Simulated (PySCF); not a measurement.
Ru(OH)3 (H3O3Ru), SMILES [OH][Ru]([OH])[OH] (connectivity only; charge and spin as stated), neutral, multiplicity 4.

Geometry: PBE0-D3(BJ)/def2-SVP. The spin state was assumed, not searched. The def2 effective core potentials stand for the cores of Ru; spin–orbit coupling is left out. One conformer was computed; it need not be the lowest.

The numbers are results of TDA-PBE/def2-SVPD (PySCF), not measurements.

Vertical excitations. Gas-phase values at a fixed geometry.

Computed UV-visible absorptions:
| state | energy (eV) | λ (nm) | f | main pairs |
|---|---|---|---|---|
| root 1 | 0.54 | 2310 | 0.000 | β HOMO→LUMO 99 % |
| root 2 | 1.23 | 1007 | 0.000 | β HOMO→LUMO+1 98 % |
| root 3 | 1.58 | 785 | 0.000 | β HOMO→LUMO+2 97 % |
| root 4 | 1.81 | 684 | 0.001 | α HOMO→LUMO 96 % |
| root 5 | 2.18 | 568 | 0.000 | α HOMO−2→LUMO 31 %, β HOMO→LUMO+3 68 % |
| root 6 | 2.28 | 543 | 0.001 | α HOMO−1→LUMO 98 % |
| root 7 | 2.88 | 430 | 0.001 | β HOMO−1→LUMO 99 % |
| root 8 | 2.96 | 419 | 0.001 | α HOMO−2→LUMO 39 %, β HOMO−2→LUMO 43 %, β HOMO→LUMO+3 16 % |
| root 9 | 3.09 | 401 | 0.005 | α HOMO−2→LUMO 22 %, α HOMO−3→LUMO 20 %, β HOMO−2→LUMO 41 %, β HOMO→LUMO+3 13 % |
| root 10 | 3.20 | 387 | 0.004 | α HOMO−3→LUMO 70 %, β HOMO−2→LUMO 14 %, β HOMO−1→LUMO+1 6 % |
Unrestricted roots are not spin-pure.
